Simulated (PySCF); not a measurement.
**Fractional electron number in Pr (praseodymium, neutral)**

The 6s beta orbital of [Xe] 4f3 6s2 is emptied in steps (occupation f), with all orbitals relaxed, ending at [Xe] 4f3 6s1. Computed with PySCF 2.14 in def2-SVP with the def2 core potential (28 electrons) (10s6p4d3f1g, 78 functions), with scalar relativity through the core potential. The exact energy is a straight line in f; departures are measured from the line between the end points of the same method.

```json
{"f": "1", "PBE0 (eV)": "0.000", "r2SCAN (eV)": "0.000", "LC-wPBE (eV)": "0.000"}
{"f": "0.75", "PBE0 (eV)": "-0.283", "r2SCAN (eV)": "-0.321", "LC-wPBE (eV)": "0.030"}
{"f": "0.5", "PBE0 (eV)": "-0.378", "r2SCAN (eV)": "-0.415", "LC-wPBE (eV)": "0.037"}
{"f": "0.25", "PBE0 (eV)": "-0.283", "r2SCAN (eV)": "-0.297", "LC-wPBE (eV)": "0.025"}
{"f": "0", "PBE0 (eV)": "0.000", "r2SCAN (eV)": "0.000", "LC-wPBE (eV)": "0.000"}
```

| method | E(f=0) − E(f=1) (eV) | −ε at f=1 (eV) | −ε at f=0.5 (eV) |
| --- | --- | --- | --- |
| PBE0 | 5.338 | 3.839 | 5.333 |
| r2SCAN | 5.105 | 3.359 | 5.168 |
| LC-wPBE | 5.142 | 5.310 | 5.128 |

Orbital energy along the path (eV):

| f | PBE0 | r2SCAN | LC-wPBE |
| --- | --- | --- | --- |
| 1 | -3.839 | -3.359 | -5.310 |
| 0.75 | -4.579 | -4.283 | -5.214 |
| 0.5 | -5.333 | -5.168 | -5.128 |
| 0.25 | -6.107 | -5.971 | -5.071 |
| 0 | -6.643 | -6.454 | -4.987 |

Reference removal energy between the ground levels: 5.470 eV (semi-empirical (NIST evaluation); NIST Atomic Spectra Database, ionization energies). The calculation has no spin-orbit coupling.
